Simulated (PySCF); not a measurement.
**A small calculation by hand: oscillator strength and radiative lifetime**

Sn(H)2(vinyl)(OMe) (C3H8OSn), SMILES [O]([SnH2][CH]=C)C.

Coordinates come from a PBE0-D3(BJ)/def2-SVP optimisation. The def2 effective core potentials stand for the cores of Sn; spin–orbit coupling is left out. The values are those of a single conformer.

PySCF with TDA-PBE/def2-SVPD puts the first singlet state with f over 0.02 at 4.85 eV (vertical), with the transition dipole (0.419, -0.111, 0.158) in atomic units.

Q: Find the oscillator strength, the wavelength and the radiative lifetime that this transition would have in vacuum if emission retraced absorption.

A: 
|μ|² = 0.2128 au, so |μ| = 1.17 D. ΔE = 4.85/27.211 = 0.1782 hartree. f = (2/3) ΔE |μ|² = 0.025 (the program prints 0.025).
λ = 1239.84/4.85 = 256 nm; ν = 39118 cm⁻¹.
Einstein's coefficient A = 0.6670 ν² f s⁻¹ (ν in cm⁻¹) = 2.6e7 s⁻¹, so τ = 1/A = 39 ns. This state is S2; the lower singlet has f = 0.000. The figure is the radiative limit of this one transition; relaxation, internal conversion, crossing to triplets and a medium change what is measured.
